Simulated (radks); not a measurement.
Task: All-electron atom: Br17+ in [Ar]. All-electron calculation, non-relativistic Kohn-Sham, PBEsol, spin-unpolarised, spherical densities, point nucleus. Program: a radial shooting solver on a logarithmic mesh with Libxc functionals. Some entries of the table are withheld. Estimate them.

| orbital | occ. | eigenvalue (eV) | <r> (bohr) |
|---|---|---|---|
| 1s | 2 | -13702.20 | 0.04372 |
| 2s | 2 | -2306.035 | 0.1925 |
| 2p | 6 | -2143.397 | (1) |
| 3s | 2 | -749.8816 | (2) |
| 3p | 6 | -693.6724 | 0.4869 |

Result: 
(1) 2p <r> (bohr): 0.1661
(2) 3s <r> (bohr): 0.4986
